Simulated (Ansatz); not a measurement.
Geometry optimisation, RKS r2SCAN/6-31G* in Ansatz 0.2.0.

Input:

```yaml
crystal:
  periodic: [false, false, false]
  atoms:
    - { symbol: Si, position_ang: [-0.3971, -0.2193, -0.9404] }
    - { symbol: O, position_ang: [0.4771, -1.3237, 0.576] }
    - { symbol: H, position_ang: [-1.0401, 0.7191, -1.9051] }
    - { symbol: H, position_ang: [-1.3658, -1.3207, -0.9426] }
    - { symbol: "N", position_ang: [1.2044, -0.061, -1.524] }
    - { symbol: H, position_ang: [-0.2575, 0.7752, 1.7639] }
    - { symbol: "N", position_ang: [-0.7318, 1.2064, 0.594] }
    - { symbol: H, position_ang: [0.5045, -0.7051, 1.6837] }
    - { symbol: F, position_ang: [0.275, 0.0643, 2.5811] }
    - { symbol: H, position_ang: [0.0002, -2.1299, 0.7626] }
    - { symbol: H, position_ang: [1.9309, -0.6569, -1.1691] }
    - { symbol: H, position_ang: [1.3591, 0.1899, -2.4825] }
    - { symbol: H, position_ang: [-1.7169, 1.4108, 0.6634] }
    - { symbol: H, position_ang: [-0.242, 2.0509, 0.339] }
basis:
  gaussian: { orbitals: "6-31G*" }
hamiltonian:
  xc: r2scan
relax:
  f_tol: 0.15
  max_steps: 25
  restrain:
    - { distance: [0, 6], at: 1.82, k: 30.0 }
    - { distance: [5, 8], at: 0.88, k: 30.0 }
    - { distance: [7, 1], at: 0.97, k: 30.0 }
    - { distance: [0, 1], at: 3.07, k: 30.0 }
    - { distance: [5, 6], at: 2.32, k: 30.0 }
    - { distance: [7, 8], at: 2.18, k: 30.0 }
output:
  orbitals: {}
```

Run as:

```bash
$ ansatz run input.yaml --threads 2 --pin off --max-ram 3072MiB --backend cpu --events-out ev --progress --plain --runs-dir out
```

Q: Where does it end, and by what steps?

A: The run converged. The restraints hold the end off the free minimum. After 9 steps the energy has fallen by 0.331 eV (the restraints' own energy left out); H8 moved furthest, 0.63 Å. Joined: O2–H8 (1.27 → 0.97 Å), H6–F9 (1.21 → 0.92 Å).

```tsv
step	energy less start (eV)	largest force component (eV/Å)	accepted
0	0.0000	2.469	yes
1	0.0429	3.072	yes
2	0.7583	4.460	yes
3	0.3296	2.883	yes
4	-0.0869	1.531	yes
5	-0.2084	1.124	yes
6	-0.2645	1.097	yes
7	-0.3123	1.521	yes
8	-0.3146	0.833	no
9	-0.3308	1.501	yes
```

```xyz
14
Properties=species:S:1:pos:R:3
Si -0.580 0.185 -1.175
O 0.890 -1.705 0.754
H -1.111 0.793 -2.438
H -1.406 -1.017 -0.863
N 1.088 0.004 -1.488
H -0.057 0.653 2.310
N -0.848 1.266 0.235
H 0.864 -1.213 1.590
F 0.262 0.252 3.077
H 0.087 -2.246 0.777
H 1.614 -0.632 -0.902
H 1.417 0.059 -2.444
H -1.831 1.437 0.444
H -0.388 2.166 0.122
```

Run time: 30 s on 2 threads of Intel(R) Xeon(R) 6975P-C (Granite Rapids) (shared host), peak memory 0.2 GiB.
